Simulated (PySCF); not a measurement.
# Gas-phase XPS of `[SiH3]c1pccs1`, computed

C3H5PSSi.
Bonds: Si1–C2, C2–P3 (aromatic), P3–C4 (aromatic), C4–C5 (aromatic), C5–S6 (aromatic), C2–S6 (aromatic). Hydrogens: H7, H8, H9 on Si1; H10 on C4; H11 on C5.

Theory: delta-SCF UKS SCAN, pcX-2 on the ionised atom, pcseg-1 elsewhere, spin-free X2C (PySCF). These are vertical core ionisation energies against the vacuum level, from separate self-consistent calculations with and without the core hole.

What binding energy does each computed site have?

| atom(s) | bonded to | level | binding energy (eV) | 2p1/2 (eV) | above the level's lowest (eV) | count |
| --- | --- | --- | --- | --- | --- | --- |
| S6 | 2 C (aromatic in the SMILES) | S 1s | 2478.04 | – | 0.00 | 1 |
| P3 | 2 C (aromatic in the SMILES) | P 1s | 2149.46 | – | 0.00 | 1 |
| Si1 | C and 3 H | Si 1s | 1846.52 | – | 0.00 | 1 |
| C5 | S (aromatic in the SMILES), C (aromatic in the SMILES) and H | C 1s | 290.92 | – | +0.72 | 1 |
| C2 | S (aromatic in the SMILES), P (aromatic in the SMILES) and Si | C 1s | 290.25 | – | +0.05 | 1 |
| C4 | C (aromatic in the SMILES), H and P (aromatic in the SMILES) | C 1s | 290.20 | – | 0.00 | 1 |
| P3 | 2 C (aromatic in the SMILES) | P 2p3/2 | 135.92 | 136.81 | 0.00 | 1 |
| Si1 | C and 3 H | Si 2p3/2 | 106.77 | 107.39 | 0.00 | 1 |

The listed C 1s values span 0.72 eV, from C4 (bonded to C (aromatic in the SMILES), H and P (aromatic in the SMILES)) to C5 (bonded to S (aromatic in the SMILES), C (aromatic in the SMILES) and H). Summing the Pauling electronegativity differences to the bonded atoms, each weighted by its formal bond order, gives -0.89 for the lowest site and -0.30 for the highest; no listed site has a larger sum than the highest. The smallest sum, -1.14, belongs to C2, 0.05 eV above the lowest.

Give the binding energy of Si 1s of Si1 in hartree and in kJ/mol.

1846.52 eV = 67.8584 Eh = 178162 kJ/mol.

Not every level is listed. Spin–orbit and ligand-field terms were added within each 2p shell after the spin-free SCF. 2p1/2 minus 2p3/2 (ligand field included): Si 0.62 eV, P 0.89 eV. Isolated species at its GFN2-xTB geometry, gas phase.

Hardware: an Arm Neoverse V1 with one thread, no GPU, on a shared host. Cost: 68 s, 0.52 GiB resident at most.
